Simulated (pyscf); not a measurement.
# `[CH3][O][AlH][O]`, doublet

Gas-phase minimum from PySCF at ωB97X-D3(BJ)/def2-SVP, one conformer. H₃C–O–AlH–O• lies 33.7 kcal/mol over its isomer [H₃C–O–Al–OH]• (electronic energy, ωB97M-D3(BJ)/def2-TZVP). 

```xyz
8

C      0.1903     0.3768     0.3152
O     -0.4918     0.0045    -0.8452
Al    -1.9639    -0.5303    -1.4587
O     -3.3096    -0.7923    -0.3663
H      1.0749    -0.2670     0.4639
H      0.5445     1.4195     0.2350
H     -0.4411     0.3009     1.2194
H     -2.1825    -0.8054    -2.9856
```
Charge 0, spin multiplicity 2.

Bonds (Å): C1–O2 1.397, C1–H5 1.104, C1–H6 1.104, C1–H7 1.105, O2–Al3 1.682, Al3–O4 1.753, Al3–H8 1.567. Angles (°): O2–C1–H5 110.4, O2–C1–H6 110.4, O2–C1–H7 112.5, H5–C1–H6 107.7, H5–C1–H7 107.9, H6–C1–H7 107.9, C1–O2–Al3 144.6, O2–Al3–O4 119.5, O2–Al3–H8 122.2, O4–Al3–H8 118.3.

Properties at ωB97X-D3(BJ)/def2-SVP:

| Item | Result |
|---|---|
| Harmonic wavenumbers, unscaled | 34, 87, 128, 254, 488, 625, 688, 851, 1194, 1198, 1288, 1487, 1490, 1496, 2038, 3029, 3114, 3123 cm⁻¹ |
| Zero-point energy | 32.3 kcal/mol |
| Rotational symmetry number | 1 |
| Entropy of this conformer at 298 K and 1 atm, rigid rotor and harmonic oscillator, modes under 100 cm⁻¹ raised to 100 | 329.6 J/(mol K) |
| Dipole moment | 1.48 D |
| Spin expectation value S2 | 0.753 |

Single-point totals, which compare only within one level (frozen core for MP2 and CC):

```
level                   total energy (hartree)
----------------------  ----------------------
ωB97X-D3(BJ)/def2-TZVP              -433.54280
PBE/def2-TZVP                       -433.11960
r²SCAN/def2-TZVP                    -433.35234
B3LYP-D3(BJ)/def2-TZVP              -433.51460
PBE0-D3(BJ)/def2-TZVP               -433.15251
M06-2X/def2-TZVP                    -433.37933
ωB97M-D3(BJ)/def2-TZVP              -433.55927
UHF/def2-TZVPP                      -431.97024
MP2/def2-TZVPP                      -432.64108
CCSD/def2-TZVPP                     -432.67603
CCSD(T)/def2-TZVPP                  -432.69961
```

The lowest mode is so soft that the shape along it may change with the basis. Soft torsions are taken as harmonic, which can shift the entropy by several J/(mol K).
